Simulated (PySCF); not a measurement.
## Radial density of As (arsenic, neutral)

UHF, [Ar] 3d10 4s2 4p3, high-spin 4S determinant. Calculation: PySCF 2.14, in cc-pVTZ-PP with ECP10MDF (5s4p3d1f, 39 functions); scalar relativity through the core potential. This is the valence pseudo-density: the core potential removes the inner electrons and smooths the orbitals near the nucleus.

| r (bohr) | 4πr²ρ (e/bohr) | 4πr²(ρα − ρβ) |
| --- | --- | --- |
| 0.000991 | 2.979e-05 | 0.0000 |
| 0.00167 | 8.372e-05 | 0.0000 |
| 0.00280 | 0.0002324 | 0.0000 |
| 0.00471 | 0.0006248 | 0.0000 |
| 0.00793 | 0.001560 | 0.0000 |
| 0.0133 | 0.003459 | 0.0000 |
| 0.0224 | 0.006977 | 0.0000 |
| 0.0377 | 0.01432 | 0.0000 |
| 0.0635 | 0.06476 | -0.0001 |
| 0.107 | 0.5530 | -0.0014 |
| 0.180 | 3.766 | -0.0032 |
| 0.302 | 16.37 | 0.0638 |
| 0.508 | 30.80 | 0.1361 |
| 0.855 | 13.60 | 0.0135 |
| 1.44 | 3.473 | 0.9685 |
| 2.42 | 1.992 | 1.2655 |
| 4.07 | 0.3443 | 0.2845 |
| 6.84 | 0.008432 | 0.0081 |

Energies and moments cover only the electrons outside the core potential.

(1) Where is the radial spin density 4πr²(ρα − ρβ) most negative, and why is it negative at all?

Results:

(1) Around r = 0.180 bohr, down to -0.0032 e/bohr: exchange with the open shell polarises the paired shells in an unrestricted calculation.
